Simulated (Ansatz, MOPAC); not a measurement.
**AlI (iodoaluminum): methods side by side**

AlI, singlet, SMILES `[Al][I]`. Each level relaxes the structure for itself.

Each level gives the harmonic wavenumber (cm⁻¹). The values are calculated.

(1) The value from experiment is 316 cm⁻¹ (Huber and Herzberg, Constants of Diatomic Molecules). From what is known of these methods, estimate their order from the nearest to it to the farthest.
A. PBE-D3(BJ)/def2-TZVP (core potential) (Ansatz)
B. wB97X-V/def2-TZVP (core potential) (Ansatz)
C. B3LYP-D4/def2-TZVP (core potential) (Ansatz)
D. PM6-D3 (MOPAC)

## Answers

(1) B (317 cm⁻¹, +1), A (304 cm⁻¹, -12), C (300 cm⁻¹, -16), D (357 cm⁻¹, +41).
